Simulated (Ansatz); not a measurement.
The cluster Hf₂N₂, relaxed as a triplet with UKS r2SCAN-D4/def2-TZVP in Ansatz, starting from the r2SCAN-D4/def2-TZVP geometry of the neutral singlet. Force threshold 0.02 eV/Å.

In the def2 sets Hf takes a core potential; there is no spin–orbit coupling. The relaxation made no stability test and no search for a lower SCF solution. At PBE0-D4/def2-TZVP a broken-symmetry singlet of charge 0 lies 0.12 eV below the triplet, each at its own geometry. The structure comes from a short search, and lower isomers may exist.

Start:

| atom | x (Å) | y (Å) | z (Å) |
| --- | --- | --- | --- |
| Hf1 | 1.081 | 0.875 | -0.044 |
| Hf2 | -1.081 | -0.875 | 0.043 |
| N3 | 0.795 | -0.999 | -0.348 |
| N4 | -0.794 | 0.999 | 0.349 |

```json
{"step": "1", "energy (eV)": "-5594.1385", "largest force component (eV/Å)": "0.780", "SCF passes": "19"}
{"step": "2 (rejected)", "energy (eV)": "-5594.0866", "largest force component (eV/Å)": "1.172", "SCF passes": "29"}
{"step": "3", "energy (eV)": "-5594.1518", "largest force component (eV/Å)": "0.051", "SCF passes": "22"}
{"step": "4", "energy (eV)": "-5594.1519", "largest force component (eV/Å)": "0.012", "SCF passes": "26"}
```

Force components are those of the run's own axes.

End:

```csv
atom,x (Å),y (Å),z (Å)
Hf1,1.094,0.886,-0.044
Hf2,-1.094,-0.886,0.044
N3,0.792,-0.995,-0.347
N4,-0.792,0.995,0.347
```

By distances, no bond broke or formed. The bond that changes most is Hf1–N3, from 1.92 to 1.93 Å (atoms count from 1).

No frequencies were taken in this run, so the end may be a saddle point.

Run time 15 s (4 threads of Arm Neoverse V1 on a shared host).
